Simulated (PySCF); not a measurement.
## How the method moves the HOMO and LUMO of `C=C/C=N/[SiH3]`

C3H7NSi.
Z-matrix (Å and degrees, PBE0-D3(BJ)/def2-SVP geometry), rows numbered from 1:
```
C 
C   1  1.3387
C   2  1.4626  1  122.29
N   3  1.2707  2  122.55  1  -179.99
Si  4  1.7475  3  125.13  2   179.55
H   1  1.0926  2  121.84  3   179.98
H   1  1.0953  2  121.02  3    -0.03
H   2  1.0946  1  121.87  3  -179.94
H   3  1.1150  2  114.38  1     0.01
H   5  1.4918  4  108.55  3   122.52
H   5  1.5037  4  112.67  3     1.49
H   5  1.4922  4  108.44  3  -119.39
```

Basis pcSseg-2 throughout (PySCF), one geometry. Geometry: PBE0-D3(BJ)/def2-SVP, one conformer, isolated molecule.

Problem. How do the orbital energies, the gap and the dipole change with the method?

Solution. 
| method | kind | HOMO (eV) | LUMO (eV) | gap (eV) | μ (D) | SCF cycles |
| --- | --- | --- | --- | --- | --- | --- |
| BLYP | GGA | -5.73 | -2.56 | 3.17 | 1.94 | 16 |
| OPBE | GGA | -5.79 | -2.65 | 3.14 | 1.94 | 16 |
| B97-D | GGA | -5.84 | -2.61 | 3.23 | 1.97 | 16 |
| PBE | GGA | -5.84 | -2.72 | 3.12 | 1.92 | 16 |
| BP86 | GGA | -5.94 | -2.80 | 3.14 | 1.95 | 16 |
| LDA | LDA | -5.95 | -2.95 | 3.01 | 1.89 | 15 |
| KT3 | GGA | -5.98 | -2.64 | 3.34 | 1.94 | 16 |
| KT2 | GGA | -5.98 | -2.66 | 3.32 | 1.93 | 16 |
| B3LYP | global hybrid | -7.01 | -1.95 | 5.06 | 2.02 | 14 |
| HF | Hartree–Fock | -10.04 | 2.11 | 12.16 | 2.34 | 11 |

The HOMO spans 4.31 eV, from BLYP down to HF, and the gap runs from 3.01 eV (LDA) to 12.16 eV (HF). Over the methods BLYP (0 %), OPBE (0 %), B97-D (0 %), PBE (0 %), BP86 (0 %), LDA (0 %), KT3 (0 %), KT2 (0 %), B3LYP (20 %), HF (100 %), a straight line through the gap against the share of exact exchange rises by 0.90 eV for each 10 % (correlation coefficient 0.999). The dipole ranges from 1.89 D (LDA) to 2.34 D (HF). This basis has no diffuse functions.
